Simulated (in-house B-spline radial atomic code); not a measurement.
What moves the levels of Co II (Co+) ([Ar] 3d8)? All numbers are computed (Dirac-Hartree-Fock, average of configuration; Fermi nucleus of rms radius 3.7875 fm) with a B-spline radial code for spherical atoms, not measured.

Baseline run (computed): total energy -1391.7571 hartree, 1s1/2 at -286.0213 hartree, 3d5/2 at -19.544 eV with <r> = 1.105 bohr.

Scaling the speed of light c (a factor of 100 is close to the non-relativistic limit):

```tsv
c/c0	ΔE (hartree)	3d5/2 level (eV)	3d5/2 <r> (bohr)
0.9	-2.565	-19.4857	1.107
0.98	-0.4492	-19.5334	1.106
1.02	0.42238	-19.5532	1.105
1.5	5.9835	-19.682	1.1
100	10.679	-19.7944	1.096
```

Changing the nucleus:

```tsv
nucleus	ΔE (eV)
Gaussian nucleus of rms radius 0.01 fm	-0.137
Fermi nucleus of rms radius 3.7117 fm	-0.00532
Fermi nucleus of rms radius 3.8633 fm	0.00542
```

A larger nucleus binds the electrons less, roughly as the density at the nucleus times the change of the nuclear <r²>. A radius of 0.01 fm is nearly a point.

Problem. The nuclear charge is raised by 0.1. What does the Hellmann-Feynman theorem predict for the energy, and what is found?

Solution. dE/dZ ≈ -Σ<1/r>, which is -123.628 at the start and -124.242 at the end; their mean times 0.1 is -12.393 hartree, and the two runs differ by -12.393 hartree.
